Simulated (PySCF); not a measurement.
Species: C9H16.
SMILES with atom numbers: `[CH3:1][CH2:2][C@@H:3]1[CH2:4][CH2:5][C:6]12[CH2:7][CH2:8][CH2:9]2` (hydrogens: H10, H11, H12 on C1; H13, H14 on C2; H15 on C3; H16, H17 on C4; H18, H19 on C5; H20, H21 on C7; H22, H23 on C8; H24, H25 on C9)

The same species was optimised twice, with GFN2-xTB and with PBE0-D3(BJ)/def2-SVP (PySCF), and the same property calculations (PySCF, gas phase) were run on both structures.

```csv
coordinate,GFN2-xTB,PBE0-D3(BJ)/def2-SVP,change
C6–C9 (Å),1.537,1.545,+0.008
C2–C3 (Å),1.521,1.514,-0.007
C5–C6 (Å),1.536,1.542,+0.006
C7–C8 (Å),1.535,1.540,+0.005
C8–C9 (Å),1.535,1.540,+0.005
C4–C5 (Å),1.534,1.538,+0.004
C1–C2 (Å),1.524,1.521,-0.003
C3–C4 (Å),1.540,1.543,+0.003
C3–C6 (Å),1.545,1.542,-0.003
C6–C7 (Å),1.536,1.536,0.000
C3–C6–C7 (°),121.6,126.0,+4.4
C2–C3–C4 (°),117.1,119.8,+2.7
C5–C6–C9 (°),117.8,115.3,-2.5
C2–C3–C6 (°),118.5,120.3,+1.8
C1–C2–C3 (°),111.5,113.0,+1.5
C4–C5–C6 (°),89.8,88.4,-1.4
C6–C9–C8 (°),89.7,88.2,-1.5
C3–C4–C5 (°),89.6,88.3,-1.3
C1–C2–C3–C4 (°),-71,-68,+3
```

Rotational constants: A = 2739, B = 1145, C = 961.0 MHz (GFN2-xTB) against A = 2822, B = 1117, C = 953.1 MHz (PBE0-D3(BJ)/def2-SVP). Point groups within 0.08 Å: C1 and C1.

On the GFN2-xTB structure: HOMO (eV) -7.53 [PBE0/pcSseg-1]; LUMO (eV) 1.47 [PBE0/pcSseg-1]; dipole (D) 0.12 [PBE0/pcSseg-1]; GIAO shielding of C1 (ppm) 173.9 [PBE0/pcSseg-1]; GIAO shielding of C2 (ppm) 156.7 [PBE0/pcSseg-1]; GIAO shielding of C3 (ppm) 140.7 [PBE0/pcSseg-1]; GIAO shielding of C4 (ppm) 163.7 [PBE0/pcSseg-1]; GIAO shielding of C5 (ppm) 150.6 [PBE0/pcSseg-1]; GIAO shielding of C6 (ppm) 145.7 [PBE0/pcSseg-1]; GIAO shielding of C7 (ppm) 150.5 [PBE0/pcSseg-1]; GIAO shielding of C8 (ppm) 171.7 [PBE0/pcSseg-1].

Task: What do these properties become on the PBE0-D3(BJ)/def2-SVP structure?

Result: 
```
                                    property          level  on GFN2-xTB  on PBE0-D3(BJ)/def2-SVP  change
                                   HOMO (eV)  PBE0/pcSseg-1        -7.53                    -7.72   -0.19
                                   LUMO (eV)  PBE0/pcSseg-1         1.47                     1.51   +0.04
                                  dipole (D)  PBE0/pcSseg-1         0.12                     0.13   +0.01
energy, GFN2-xTB geometry as zero (kcal/mol)  PBE0/pcSseg-1          0.0                     -2.3    -2.3
                  GIAO shielding of C1 (ppm)  PBE0/pcSseg-1        173.9                    171.6    -2.3
                  GIAO shielding of C2 (ppm)  PBE0/pcSseg-1        156.7                    157.7    +1.0
                  GIAO shielding of C3 (ppm)  PBE0/pcSseg-1        140.7                    139.4    -1.3
                  GIAO shielding of C4 (ppm)  PBE0/pcSseg-1        163.7                    159.7    -4.0
                  GIAO shielding of C5 (ppm)  PBE0/pcSseg-1        150.6                    149.8    -0.8
                  GIAO shielding of C6 (ppm)  PBE0/pcSseg-1        145.7                    139.1    -6.6
                  GIAO shielding of C7 (ppm)  PBE0/pcSseg-1        150.5                    150.5     0.0
                  GIAO shielding of C8 (ppm)  PBE0/pcSseg-1        171.7                    166.6    -5.1
```

The heavy atoms differ by 0.138 Å rms after alignment. Among bonds between heavy atoms C2–C3 and C6–C9 change most and about equally (-0.007 to +0.008 Å). Changes are differences of the printed values. Neither structure is proved a minimum here.

Conformer computed: `[CH3:1][CH2:2][C@@H:3]1[CH2:4][CH2:5][C:6]12[CH2:7][CH2:8][CH2:9]2`: C1–C2–C3–C4 -68°.
